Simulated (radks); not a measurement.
Species: the rubidium ion Rb2+. Configuration: [Ar] 3d10 4s2 4p5. All-electron calculation, Dirac Kohn-Sham, BLYP, spin-unpolarised, spherical densities, finite nucleus; open shells are shared between the two j in proportion to 2j + 1; Fermi nuclear charge, rms radius 4.2036 fm. Program: a radial shooting solver on a logarithmic mesh with Libxc functionals.

Unscreened Slater integrals over Kohn-Sham orbitals (hartree). Large and small components are both included.

| integral | value |
|---|---|
| F0(4p3/2,4p3/2) | 0.54629 |
| F2(4p3/2,4p3/2) | 0.28672 |
| F0(4p3/2,4p1/2) | 0.55160 |
| G2(4p3/2,4p1/2) | 0.28917 |
| F0(4p3/2,4s1/2) | 0.58460 |
| G1(4p3/2,4s1/2) | 0.39027 |
| F0(4p3/2,3d5/2) | 0.71105 |
| F2(4p3/2,3d5/2) | 0.15248 |
| G1(4p3/2,3d5/2) | 0.050084 |
| G3(4p3/2,3d5/2) | 0.047023 |
| F0(4p1/2,4p1/2) | 0.55711 |
| F0(4p1/2,4s1/2) | 0.59135 |
| G1(4p1/2,4s1/2) | 0.39855 |
| F0(4p1/2,3d5/2) | 0.72382 |
| G3(4p1/2,3d5/2) | 0.049177 |
| F0(4s1/2,4s1/2) | 0.63355 |
| F0(4s1/2,3d5/2) | 0.80787 |
| G2(4s1/2,3d5/2) | 0.068521 |
| F0(3d5/2,3d5/2) | 1.7384 |
| F2(3d5/2,3d5/2) | 0.84003 |
| F4(3d5/2,3d5/2) | 0.53012 |
